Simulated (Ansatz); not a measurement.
Start from `F[SiH](Cl)[GeH2][Cl]` and change one atom or group to get `N#C[SiH](F)Cl`.

Ansatz, PBE0-D4/def2-TZVP geometries, multiplicity 1. Each molecule was computed in one conformer, which needn't be the lowest.

Scalar relativity is left out up to krypton.

```tsv
property	`F[SiH](Cl)[GeH2][Cl]`
size of the dipole moment (PBE/def2-TZVPP) / D	1.46
HOMO energy (PBE0/def2-TZVPP) / eV	-8.31
HOMO energy (ωB97M-V/def2-TZVPP) / eV	-10.36
HOMO–LUMO gap (ωB97M-V/def2-TZVPP) / eV	11.17
HOMO–LUMO gap (PBE/def2-TZVPP) / eV	5.14
HOMO–LUMO gap (PBE0/def2-TZVPP) / eV	7.23
```

Question: What does the change do to each property? (Estimate.)

Answer: Ansatz gave: 
```
                                      property  `N#C[SiH](F)Cl`  shift
size of the dipole moment (PBE/def2-TZVPP) / D             2.59   1.13
            HOMO energy (PBE0/def2-TZVPP) / eV           -10.14  -1.83
         HOMO energy (ωB97M-V/def2-TZVPP) / eV           -12.42  -2.06
       HOMO–LUMO gap (ωB97M-V/def2-TZVPP) / eV            13.02   1.85
           HOMO–LUMO gap (PBE/def2-TZVPP) / eV             6.21   1.07
          HOMO–LUMO gap (PBE0/def2-TZVPP) / eV             8.66   1.43
```

With PBE0 the HOMO falls by 1.83 eV and the LUMO falls by 0.39 eV, so the gap widens by about 1.44 eV. PBE moves the HOMO by -1.58 eV and ωB97M-V by -2.06 eV. Dipoles are sizes alone; their direction can turn.

Positive LUMOs are unbound, so they and the gaps depend on the basis.
